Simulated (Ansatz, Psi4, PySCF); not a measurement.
Pair of molecules: H2S (SMILES S) (first 3 atoms) with Si2H6 (SMILES [SiH3][SiH3]); geometry from B3LYP-D3(BJ)/def2-TZVP.
(charge 0, multiplicity 1):
```xyz
11

S      0.11707    -0.62045     0.19740
H      0.56597     0.62354    -0.03293
H     -1.16582    -0.24741     0.06577
Si     1.25085    -0.13111     3.68506
Si    -0.98875     0.56821     3.52859
H      2.09813     0.58716     2.70333
H      1.36843    -1.58798     3.44478
H      1.78009     0.16022     5.04220
H     -1.47701     1.03654     4.85104
H     -1.86762    -0.53864     3.08228
H     -1.12510     1.69243     2.57034
```

Interaction energies are E(AB) − E(A) − E(B) at the monomers' geometry in the complex; basis-set methods are counterpoise corrected.

Frozen-core correlation.

Programs: Ansatz (a first-principles code); Psi4 for SAPT; PySCF for the dispersion terms. Values without a source in brackets are computed.

```json
[
 {"level": "PBE/def2-TZVPPD", "interaction energy (kcal/mol)": "-1.06"},
 {"level": "BLYP-D4/def2-TZVPPD", "interaction energy (kcal/mol)": "-2.44"},
 {"level": "revPBE-D4/def2-TZVPPD", "interaction energy (kcal/mol)": "-2.54"},
 {"level": "r2SCAN-D3(BJ)/def2-TZVPPD", "interaction energy (kcal/mol)": "-2.67"},
 {"level": "CAM-B3LYP-D3(BJ)/def2-TZVPPD", "interaction energy (kcal/mol)": "-2.56"},
 {"level": "CAM-B3LYP-D4/def2-TZVPPD", "interaction energy (kcal/mol)": "-2.36"},
 {"level": "B2PLYP/def2-TZVPPD", "interaction energy (kcal/mol)": "-0.76"},
 {"level": "MP2/aug-cc-pV(D+d)Z", "interaction energy (kcal/mol)": "-2.15"},
 {"level": "SAPT0/jun-cc-pV(D+d)Z", "interaction energy (kcal/mol)": "(withheld)"}
]
```

Question: Fill in the missing entries.

Answer: 
- SAPT0/jun-cc-pV(D+d)Z, interaction energy (kcal/mol): -1.68
